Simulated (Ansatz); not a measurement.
Reaction (silylene loss): `[SiH3]C#CS[SiH3]` → `[SiH3]C#CS` + `[SiH2]`

Program: Ansatz. Geometries: PBE0-D4/def2-TZVP. ΔE: electronic, gas phase. CCSD(T)/CBS adds triple-zeta CCSD(T) − MP2 to the extrapolated MP2 energy (def2 sets, frozen cores). This one scheme is used for every species. Functionals use def2-TZVPP. Each species was taken in one conformer, which may not be the lowest.

`[SiH3]C#CS[SiH3]`:

```xyz
11

Si    1.367    0.974    2.125
C     0.490    0.904    0.537
C    -0.098    0.855   -0.524
S    -0.904    0.818   -1.994
Si   -1.342   -1.295   -1.949
H     0.662    1.892    3.054
H     2.754    1.460    1.916
H     1.407   -0.388    2.715
H    -2.178   -1.604   -0.766
H    -2.082   -1.553   -3.208
H    -0.077   -2.064   -1.907
```

`[SiH3]C#CS`:

Cartesian coordinates in Å:
```
Si 0.059 -1.076 -1.226
C -0.169 0.112 0.129
C -0.304 0.907 1.036
S -0.625 1.989 2.273
H -0.587 -2.367 -0.882
H -0.545 -0.545 -2.474
H 1.513 -1.288 -1.431
H 0.657 2.269 2.576
```

`[SiH2]`:

```xyz
3

Si   -0.662   -0.141   -0.220
H     0.614   -0.965   -0.078
H     0.048    1.106    0.298
```

| species | ωB97X-V energy (Eh) |
| --- | --- |
| `[SiH3]C#CS[SiH3]` | -1056.83397 |
| `[SiH3]C#CS` | -766.15290 |
| `[SiH2]` | -290.56509 |

(1) Work out ΔE.

Largest T1 diagnostic among the species: 0.014.

Answers

(1) ΔE = (-766.15290) + (-290.56509) − (-1056.83397) = 0.11598 Eh = +304.5 kJ/mol. CCSD(T)/CBS gives +297.1 kJ/mol.

In def2-TZVPP, CCSD(T) changes the Hartree–Fock value by +12.7 kJ/mol (the triples alone add +5.9 kJ/mol) and MP2 by +38.6 kJ/mol. The D4 term adds +14.7 kJ/mol with B3LYP and +8.0 kJ/mol with PBE0; it sums over pairs of atoms, weighted by their polarisabilities, and B3LYP, whose exchange is more repulsive, gets the larger term.

B3LYP here is the variant with VWN-RPA as its local correlation; programs differ in this.
